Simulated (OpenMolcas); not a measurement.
Ga²⁺: effect of the level shift or regulariser

```
Program             : OpenMolcas 26.06
Basis               : ANO-RCC-VTZP [6s5p3d1f]
Scalar Hamiltonian  : DKH2, point nucleus
Active space        : 1 electron in 4 orbitals (4s 4p)
State averaging     : 2S+1 = 2 even, 1 root; 2S+1 = 2 odd, 3 roots
Spin-orbit coupling : RASSI with atomic mean-field integrals over the reference wave functions, term energies averaged over their components
```

Methods on the same reference wave functions:
A. CASSCF
B. SS-CASPT2, IPEA 0.25 Eh, imaginary shift 0.1 Eh (closed shells correlated: 3d)
C. SS-CASPT2, IPEA 0.25 Eh, real shift 0.2 Eh (closed shells correlated: 3d)

Energies in cm-1 above 4s 2S 1/2, the measured ground level; measured values from Shirai, Reader, Kramida and Sugar, J. Phys. Chem. Ref. Data 36, 509 (2007).

| Level | A | B | C | Measured |
| --- | --- | --- | --- | --- |
| 4s 2S 1/2 | 0.0 | 0.0 | 0.0 | 0.0 |
| 4p 2P* 1/2 | 62874 | 65174 | 65173 | 65169 |
| 4p 2P* 3/2 | 64256 | 66556 | 66555 | 66888 |

Deviations, from unrounded energies. A percentage is the sum of absolute deviations over the sum of measured energies, with the sign that they share, or ± where signs differ.

```tsv
Against measurement	Levels	A	B	C
mean absolute deviation (cm-1)	2	2500	170	170
other configurations (%)	2	-3.7	±0.3	±0.3
```

B, C lie about equally close to measurement and A furthest from it. The largest miss of B in the table is 4p 2P* 3/2, by -330 cm-1. The ranking rests on the paired levels alone, and a cruder setting can come out closer through cancelling errors.

Between B and C no level of the table moves by more than 5 cm-1.

The two smallest mean deviations differ by little beside CASPT2's spread within terms, so their order carries little weight.

The lowest spin-free term lies below A's lowest term by 0.376 hartree in B, 0.376 hartree in C.

With one active electron the reference holds no correlation, so core polarisation is missing (holds for A). With one active electron, CASPT2 adds the correlation within the correlated inactive shells and between them and that electron, and leaves the splitting within a term as the reference gives it (holds for B; C). Computed and measured levels are paired by configuration, term and J; levels that our copy of the source lacks, or whose pairing is in doubt (as where it misses far off the trend of its configuration), stay unpaired and out of the deviations. Only configurations of the active space appear.

* marks odd parity.
